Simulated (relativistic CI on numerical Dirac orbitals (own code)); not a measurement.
Method of calculation: Dirac-Coulomb-Breit CI, orbitals from a KLI potential per configuration, QED by a radiative potential, unscaled Slater integrals (own radial code, finite nucleus).

The strongest absorption lines from the ground level of an ion, among the configurations computed and to levels below about 2060 eV (vacuum wavelength in Å, gf): 6.1080 (0.11), 6.5573 (0.39), 6.6797 (0.49), 7.7709 (0.31), 8.2707 (2.1), 8.4627 (1.3), 9.0397 (0.092), 9.2830 (0.14).

(1) Which ion is it?
A. Ga²¹⁺
B. Rb²⁷⁺
C. As²³⁺
D. As²¹⁺

## Answers

(1) C. As²³⁺ has 10 electrons and the ground level 2s²2p⁶ ¹S0; the strongest line goes to 2s²2p⁵3d ¹P°1. The pattern of lines fixes the number of electrons, and along that sequence the line energies rise steadily with the charge (about as its square where n changes within one kind of shell, about linearly where n is kept but much faster in heavy ions where fine structure, which grows about as Z⁴, sets the gap, and irregularly where shells cross), which fixes Z. Configurations outside the model, such as inner-shell arrays, can give stronger lines. At this charge energies of transitions that change n are usually good to better than 1 %, and those within a shell (Δn = 0) to a few per cent.

LS names give the leading component of a level, which can be under half, so a name can repeat, a term be missing and a line seem to break the LS rules.
